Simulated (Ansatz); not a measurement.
One change: `[NH2][GeH2][CH]=O` becomes `[NH2][GeH2][CH]=S`.

Ansatz, PBE0-D4/def2-TZVP geometries, multiplicity 1. Each molecule was computed in one conformer, which needn't be the lowest.

Scalar relativity is left out up to krypton.

```csv
property,`[NH2][GeH2][CH]=O`
HOMO energy (B3LYP/def2-TZVPP) / eV,-6.63
LUMO energy (B3LYP/def2-TZVPP) / eV,-1.74
HOMO energy (ωB97M-V/def2-TZVPP) / eV,-9.08
size of the dipole moment (B3LYP/def2-TZVPP) / D,2.93
size of the dipole moment (PBE/def2-TZVPP) / D,2.75
size of the dipole moment (ωB97M-V/def2-TZVPP) / D,2.97
```

**Question.** Give the same properties after the change, and the shifts. (An estimate is asked.)

**Answer.** The calculation gave: 
```tsv
property	`[NH2][GeH2][CH]=S`	shift
HOMO energy (B3LYP/def2-TZVPP) / eV	-6.03	0.60
LUMO energy (B3LYP/def2-TZVPP) / eV	-2.80	-1.06
HOMO energy (ωB97M-V/def2-TZVPP) / eV	-8.41	0.67
size of the dipole moment (B3LYP/def2-TZVPP) / D	1.93	-1.00
size of the dipole moment (PBE/def2-TZVPP) / D	1.98	-0.77
size of the dipole moment (ωB97M-V/def2-TZVPP) / D	1.87	-1.10
```

With PBE0 the HOMO rises by 0.57 eV and the LUMO falls by 1.16 eV, so the gap narrows by about 1.73 eV. PBE moves the HOMO by 0.39 eV and ωB97M-V by 0.67 eV. Dipoles are sizes alone; their direction can turn.

B3LYP here is the variant with VWN-RPA as its local correlation; programs differ in this.
